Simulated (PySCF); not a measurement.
Series CXY, Y = amino, computed as singlets and as triplets. Isolated molecules, 0 K electronic values unless said otherwise. One relaxed conformer stands for each flexible species; it need not be the lowest. Strings in code marks are SMILES.

Calculation: PBE-D3(BJ)/def2-TZVP // PBE0-D3(BJ)/def2-TZVP (PySCF). 

```tsv
species	dipole moment (D)
X = amino, multiplicity 1 (`N[C]N` (lower singlet))	2.75
X = amino, multiplicity 3 (`N[C]N` (excited triplet))	–
X = silyl, multiplicity 1 (`N[C][SiH3]` (lower singlet))	3.06
X = silyl, multiplicity 3 (`[C](N)[SiH3]` (excited triplet))	2.46
X = boryl, multiplicity 1 (`B[C]N` (lower singlet))	4.36
X = ethynyl, multiplicity 3 (`C#C[C]N` (excited triplet))	2.94
X = mercapto, multiplicity 1 (`N[C]S` (lower singlet; N–C–S–H torsion 0°))	–
X = mercapto, multiplicity 3 (`N[C]S` (excited triplet; N–C–S–H torsion 65°))	–
X = vinyl, multiplicity 1 (`C=C[C]N` (lower singlet; C–C–C–N torsion 58°))	–
X = vinyl, multiplicity 3 (`C=C[C]N` (excited triplet))	–
X = isocyano, multiplicity 3 (`[C-]#[N+][C]N` (excited triplet))	5.11
X = H, multiplicity 3 (`N[CH]` (excited triplet))	1.73
```
